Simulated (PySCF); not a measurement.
BF₂, SMILES F[B+]F, charge +1. Atoms are numbered in the order given.

```xyz
3

B      0.0000     0.0000     0.0000
F      0.0000     0.0000    -1.2386
F      0.0000     0.0000     1.2386
```
Charge +1, spin multiplicity 1.

Geometry optimised at PBE-D3(BJ)/def2-TZVP.

Two levels are set side by side: PBE/pcJ-1 (PySCF) and B3LYP/pcJ-1 (PySCF). One-bond couplings, all four terms, same geometry. Isotopes: 11B, 19F. Differences are taken from unrounded values.

```
quantity           PBE
--------------  ------
¹J(B1,F2) (Hz)  -159.9
¹J(B1,F3) (Hz)  -159.9
```

Q: These are the PBE values. What does B3LYP give? (An estimate is asked for; the answer gives what the named calculation found.)

A: 
```csv
quantity,B3LYP,PBE minus B3LYP
"¹J(B1,F2) (Hz)",-97.8,-62.1
"¹J(B1,F3) (Hz)",-97.8,-62.1
```

Rough cost on one machine, each run with all the roots and properties that it gave: B3LYP against PBE within a factor of 2.
